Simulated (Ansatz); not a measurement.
The same molecule with X = Si, Ge, Sn. Ansatz, PBE0-D4/def2-TZVP geometries, multiplicity 1. Each molecule was computed in one conformer, which needn't be the lowest.

Elements past krypton have def2 core potentials. Scalar relativity is left out up to krypton.

```tsv
X	molecule	mean X–O bond length / Å	zero-point energy (PBE0-D4/def2-TZVP) / kJ/mol	LUMO energy (ωB97M-V/def2-TZVPP) / eV	HOMO–LUMO gap (PBE/def2-TZVPP) / eV
Si	`O[Si]O`	1.652	74.1	0.92	4.04
Ge	`[OH][Ge][OH]`	1.790	69.4	0.47	4.47
```

(1) Give the row for X = Sn, `[OH][Sn][OH]`. (Estimate.)

## Answers

(1) Ansatz gave: 
```
 X        molecule  mean X–O bond length / Å  zero-point energy (PBE0-D4/def2-TZVP) / kJ/mol  LUMO energy (ωB97M-V/def2-TZVPP) / eV  HOMO–LUMO gap (PBE/def2-TZVPP) / eV
Sn  `[OH][Sn][OH]`                     1.977                                            68.6                                  -0.21                                 3.71
```

From Si to Sn the mean X–O bond length rises at each step, by 0.325 Å in all; the zero-point energy (PBE0-D4/def2-TZVP) falls at each step, by 5.5 kJ/mol in all; the LUMO energy (ωB97M-V/def2-TZVPP) falls at each step, by 1.13 eV in all; the HOMO–LUMO gap (PBE/def2-TZVPP) isn't monotonic: highest at Ge, lowest at Sn. Bonds lengthen as the atom grows down the group.
